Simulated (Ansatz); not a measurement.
Ideal-gas functions of F2H4OSi2 (`F[SiH2]O[SiH2]F`) at 400 K and 1 bar, from an Ansatz frequency run at PBE0-D4/def2-TZVP.

Molar mass 114.2 g/mol, point group C2 (symmetry number 2), electronic degeneracy 1, moments of inertia 71.794, 336.07, 351.497 u Å². Harmonic wavenumbers (cm⁻¹, unscaled): 23, 43, 61, 323, 324, 597, 705, 711, 740, 744, 879, 881, 927, 970, 978, 994, 1164, 2271, 2274, 2280, 2282.

Use S(trans) = R[1.5 ln M + 2.5 ln T − 1.1517]; rotational temperatures θ = 24.2544 K / I; S(rot) = R[ln(√π/σ · √(T³/θAθBθC)) + 1.5]; for each mode x = 1.438777 ν̃/T, S = R[x/(eˣ − 1) − ln(1 − e⁻ˣ)] and H = RT x/(eˣ − 1); 1 cm⁻¹ = 0.0119627 kJ/mol; R = 8.31446 J/(mol·K).

**Question.** By hand: the entropy, in J/(mol·K).

**Answer.** Translation 174.1. Rotation: θ = 0.3378, 0.0722, 0.069 K, giving 112.7. Vibration, mode by mode: 29.04, 23.84, 20.94, 7.52, 7.50, 3.39, 2.50, 2.46, 2.26, 2.24, 1.52, 1.51, 1.33, 1.17, 1.14, 1.09, 0.66, 0.02, 0.02, 0.02, 0.02, in all 110.2. Electronic 0.0. Sum 397.0 J/(mol·K).

**Question.** By hand: H − E and G − E in kJ/mol, counted from the electronic energy.

**Answer.** Zero-point energy ½ × 20171 × 0.0119627 = 120.6; thermal vibration 19.1; translation, rotation and pV give 4 RT = 13.3. H − E = 153.0 kJ/mol, and G − E = 153.0 − 400 × 397.0/1000 = -5.8 kJ/mol.

Vibration gives 28 % of the entropy, 73.8 J/(mol·K) of it from the modes under 150 cm⁻¹: soft modes count most, and the harmonic formula is weakest for them. The sum counts one conformer and one mirror image; others add a mixing term.
